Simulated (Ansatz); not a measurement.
Species: C5H8, SMILES `C=C1CCC1` (charge 0, multiplicity 1).

### Question
Give a relaxed geometry from B3LYP-D3(BJ)/def2-TZVP (Ansatz, an electronic-structure program).

### Answer
the end point of this relaxation (outside a Z-matrix the atoms follow the SMILES, hydrogens last).
Cartesian coordinates (Å) in one orientation:
```xyz
13

C      1.854    -0.683    -0.352
C      0.632    -0.233    -0.120
C      0.082     1.020     0.541
C     -1.360     0.501     0.259
C     -0.759    -0.770    -0.413
H      2.730    -0.123    -0.049
H      2.022    -1.629    -0.854
H      0.335     1.124     1.598
H      0.343     1.952     0.038
H     -1.951     0.303     1.151
H     -1.943     1.132    -0.410
H     -0.997    -1.711     0.086
H     -0.989    -0.883    -1.474
```
